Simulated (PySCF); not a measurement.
Fill in the blanks.

Species: C4H3NO3.
Z-matrix (Å and degrees, GFN2-xTB geometry), rows numbered from 1:
```
O 
C   1  1.2042
O   2  1.3294  1  123.59
C   2  1.4767  1  123.43  3   179.96
C   4  1.4214  2  126.07  1     0.25
C   5  1.3613  4  103.02  2   179.99
O   6  1.3370  5  109.58  4     0.03
N   4  1.3125  2  123.57  1  -179.71
H   3  0.9710  2  110.44  1     0.00
H   5  1.0681  4  127.08  2     0.04
H   6  1.0714  5  133.11  4  -179.99
```

| property | level | value |
| --- | --- | --- |
| point group of the GFN2-xTB geometry | GFN2-xTB | Cs |
| rotational constants A, B, C of the GFN2-xTB geometry | GFN2-xTB | ? |
| dipole moment | PBE0/pcSseg-1 | 1.49 D |
| HOMO energy | PBE0/pcSseg-1 | -8.30 eV |
| LUMO energy | PBE0/pcSseg-1 | ? |
| 13C chemical shifts (computed TMS as zero) by class | GIAO PBE0/pcSseg-1 | ? |
| 1H chemical shifts (computed TMS as zero) by class | GIAO PBE0/pcSseg-1 | 8.71 (H11), 7.19 (H10), 6.71 (H9) ppm |
| isotropic shieldings of nuclei other than C and H, by class | GIAO PBE0/pcSseg-1 | -174 (N8), -100 (O1), -80 (O7), 131 (O3) ppm |

The electronic properties come from PySCF, for the isolated species, density fitting.

(1) Give the 13C chemical shifts (computed TMS as zero) by class.

(2) The LUMO energy?

(3) Give the rotational constants A, B, C of the GFN2-xTB geometry.

## Answers

(1) 166.1 (C6), 166.1 (C2), 159.7 (C4), 115.9 (C5) ppm.

(2) -1.63 eV.

(3) 5.480, 1.608, 1.243 GHz.

 With B = h/(8π²I), that is 505.379 GHz u Å² over I, the principal moments of inertia are 92.2, 314.3 and 406.5 u Å² (most abundant isotopes); the inertial defect Ic − Ia − Ib is 0.0 u Å² (zero for a rigid planar frame, negative otherwise). In atomic units the dipole is 0.59 e·bohr (1 au = 2.5417 D). The rotational constants make it an asymmetric top with κ = (2B − A − C)/(A − C) = -0.83, nearer the prolate limit (−1).

One conformer stands for the species.
